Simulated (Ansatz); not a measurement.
Consider the cleavage of the B–Si bond: `B[SiH](B)F` + `C=CNC` → `BN(C)C=C` + `B[SiH2]F`.

Isolated molecules relaxed with PBE0-D4/def2-TZVP in Ansatz; ΔE leaves out vibrations. CBS: MP2 limit from def2 TZ/QZ plus the TZ coupled-cluster correction, frozen cores. DFT in def2-TZVPP. Each species was taken in one conformer, which may not be the lowest.

```
     species  PBE-QIDH energy (Eh)
`B[SiH](B)F`            -441.68638
     `C=CNC`            -173.08048
  `BN(C)C=C`            -198.52981
  `B[SiH2]F`            -416.30521
```

(1) Work out ΔE.

(2) What do rigid-rotor, harmonic-oscillator terms from PBE0-D4/def2-TZVP frequencies (298.15 K, 1 bar) make of the CCSD(T)/CBS value? (Estimate.)

Largest T1 diagnostic among the species: 0.013.

Answers

(1) ΔE = (-198.52981) + (-416.30521) − (-441.68638) − (-173.08048) = -0.06816 Eh = -42.8 kcal/mol. CCSD(T)/CBS gives -43.4 kcal/mol.

(2) The calculation gave: ΔZPE = +0.6 kcal/mol, ΔH = -43.6 kcal/mol, ΔS = -26 J/(mol·K), ΔG = -41.8 kcal/mol.

Leaving LDA and LC-ωPBE aside and taking each functional with its dispersion term where it has one, the values, not all of them listed here, spread over 3.9 kcal/mol, from CAM-B3LYP-D4 to revPBE-D4. LDA lies −4.3 kcal/mol from PBE without D4. From r2SCAN to r2SCAN0 (25 % exact exchange), in def2-TZVPP and without D4, ΔE moves by −0.8 kcal/mol.
